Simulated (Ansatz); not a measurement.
Energy profile

The step: CH₆GeO ([CH3][O][GeH3]) + H₂ → CH₄O ([CH3][OH]) + GeH₄; bonds formed: Ge1–H8, O2–H7; bonds broken: Ge1–O2, H7–H8 (atoms numbered as in the saddle structure below).

| atom | x (Å) | y (Å) | z (Å) |
| --- | --- | --- | --- |
| Ge1 | -0.3570 | 1.2917 | 0.4662 |
| O2 | 0.5726 | -0.1670 | -0.5458 |
| C3 | -0.0160 | -1.4455 | -0.7204 |
| H4 | -1.5350 | 1.1347 | -0.5429 |
| H5 | 0.1694 | 2.7241 | 0.3050 |
| H6 | -0.9371 | 0.9536 | 1.8491 |
| H7 | 1.2557 | 0.0599 | 0.3501 |
| H8 | 1.3626 | 0.7822 | 1.1628 |
| H9 | -1.0069 | -1.3265 | -1.1632 |
| H10 | -0.1123 | -1.9710 | 0.2357 |
| H11 | 0.6041 | -2.0363 | -1.3966 |

Electronic energies by CCSD(T) at an estimated basis limit (MP2 extrapolated from triple and quadruple zeta, plus CCSD(T) − MP2 in triple zeta), on PBE0-D4/def2-TZVP structures; CH8GeO, closed shell; no counterpoise correction. Ansatz 0.2.0; basis: def2-TZVPP and def2-QZVPP; cores frozen in the correlated methods. Filled d shells of the heavier atoms are correlated. The def2 sets are not built for correlating such inner shells, so the correlated values are less sure here. Extrapolation: Hartree–Fock as exp(−7.88 √X), correlation as X^−2.97.

Give the profile in kcal/mol, counted from the separated reactants. (Judge from chemistry; the value comes from the calculation.)

Computed:
```json
{"point": "separated: CH6GeO (linked as [CH3][O][GeH3]; Ge1, O2, C3, H4, H5, H6, H9, H10, H11; singlet) + H2 (H7, H8; singlet)", "kcal/mol": "0.00"}
{"point": "start structure", "kcal/mol": "-0.97"}
{"point": "saddle", "kcal/mol": "46.46"}
{"point": "end structure", "kcal/mol": "-1.89"}
{"point": "separated: GeH4 (Ge1, H4, H5, H6, H8; singlet) + CH4O (linked as [CH3][OH]; O2, C3, H7, H9, H10, H11; singlet)", "kcal/mol": "0.29"}
```

The T1 diagnostic stays at or below 0.014.

For scale, one of the runs: CCSD(T)/def2-TZVPP, 222 basis functions, launched by `ansatz run in.yaml --threads 4 --pin off --events-out ev --progress --plain --max-ram 9574MiB`. The run took 110 s on 4 CPU threads of an Arm Neoverse V1 (shared host), with 3.6 GiB of host memory at its peak.
